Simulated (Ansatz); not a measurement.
Basis sets compared for Si33BNH46, a doped nanocrystal cut from the lattice of silicon (B and N 2.4 A apart). Charge 0, multiplicity 1. Geometry PBE-D4/def2-SVP. Ansatz on 11 threads of AMD EPYC 7R13 on a shared host and a whole NVIDIA H100 80GB HBM3; times are rough, and most runs start from earlier orbitals.

```xyz
81

Si    0.635   -4.681    2.608
Si    4.397   -4.903    1.472
Si    1.473   -4.567   -0.895
Si    3.930   -1.627   -0.571
Si   -3.032   -4.525    3.845
Si   -2.079   -3.899    0.167
Si   -2.911   -0.947    2.321
Si    3.324    1.482    1.531
Si   -0.639    1.871    3.190
Si    0.455   -1.053    0.859
Si    0.629   -0.771   -2.414
N    -1.891   -0.281   -0.953
Si    0.171    1.952   -0.633
Si    3.623    1.674   -2.243
Si    0.769    2.870   -4.528
Si   -3.229    2.551    0.603
Si   -2.705    2.743   -3.108
Si   -4.047    5.845   -1.354
Si   -0.271    5.534   -2.237
Si    2.895   -4.573    3.268
Si   -0.766   -4.398    4.480
Si    0.160   -3.399    0.684
Si    2.753   -0.784    1.282
Si    3.724   -3.966   -0.586
Si    2.979   -0.581   -2.456
Si   -0.672   -0.460    2.836
Si   -3.454   -3.203    1.943
Si   -3.233    0.215    0.298
Si    2.443    2.512   -0.385
Si   -0.982    2.984    1.139
B    -0.293   -0.036   -0.751
Si   -0.470    3.201   -2.544
Si    3.079    3.004   -4.102
Si   -1.871    6.609   -0.877
Si   -4.099    3.492   -1.370
H     0.395   -6.110    2.168
H     4.494   -6.397    1.273
H     5.767   -4.403    1.864
H     1.311   -6.036   -0.576
H     1.023   -4.354   -2.315
H     5.392   -1.256   -0.467
H    -3.352   -5.960    3.503
H    -3.943   -4.095    4.969
H    -2.276   -5.362   -0.146
H    -2.497   -3.140   -1.083
H    -3.909   -0.306    3.259
H     4.825    1.631    1.570
H     2.756    2.065    2.801
H    -1.744    2.245    4.151
H     0.670    2.295    3.806
H     0.292   -2.234   -2.623
H     0.109   -0.096   -3.668
H    -2.032   -1.296   -1.127
H    -2.163    0.169   -1.850
H     5.111    1.744   -1.978
H     0.436    1.556   -5.183
H     0.364    3.972   -5.479
H    -4.186    2.755    1.756
H    -2.873    1.239   -3.259
H    -3.108    3.343   -4.432
H    -5.034    6.379   -0.346
H    -4.460    6.334   -2.721
H     1.115    5.856   -1.736
H    -0.412    6.162   -3.605
H     3.123   -5.681    4.270
H     3.159   -3.269    3.971
H    -0.479   -5.520    5.449
H    -0.497   -3.098    5.188
H     3.101   -1.564    2.526
H     4.586   -4.558   -1.679
H     3.539   -1.175   -3.728
H    -0.218   -1.191    4.074
H    -4.916   -3.274    1.563
H    -4.466   -0.256   -0.437
H     2.557    4.017   -0.319
H    -0.723    4.461    1.293
H     3.868    2.598   -5.323
H     3.415    4.441   -3.782
H    -1.590    6.404    0.587
H    -1.811    8.091   -1.156
H    -5.515    2.987   -1.540
```

Single mean-field runs in 6-31G, def2-SVP, def2-TZVP are fitted with def2-universal-jkfit.

Binding counts from free atoms (Si triplet, N quartet, B doublet, H doublet) in the same basis, without a counterpoise term.

```csv
level,functions,energy (Eh),HOMO (eV),LUMO (eV),binding per atom (eV),wall time
HF/STO-3G,353,-9530.7068,-5.89,8.05,3.69,4.3 s
HF/6-31G,539,-9639.2384,-8.71,1.48,2.04,5.5 s
PBE-D4/def2-SVP,852,-9653.0805,-5.79,-2.43,3.36,7 s
PBE0-D4/def2-SVP,852,-9654.0714,-6.75,-1.78,3.35,8.5 s
```

(1) Estimate the rows for PBE-D4/def2-TZVP (with forces), PBE0-D4/def2-TZVP.

Results:

(1) 
| level | functions | energy (Eh) | HOMO (eV) | LUMO (eV) | binding per atom (eV) | wall time |
| --- | --- | --- | --- | --- | --- | --- |
| PBE-D4/def2-TZVP (with forces) | 1559 | -9656.4511 | -5.82 | -2.58 | 3.35 | 13 s |
| PBE0-D4/def2-TZVP | 1559 | -9657.4051 | -6.73 | -1.87 | 3.35 | 15 s |
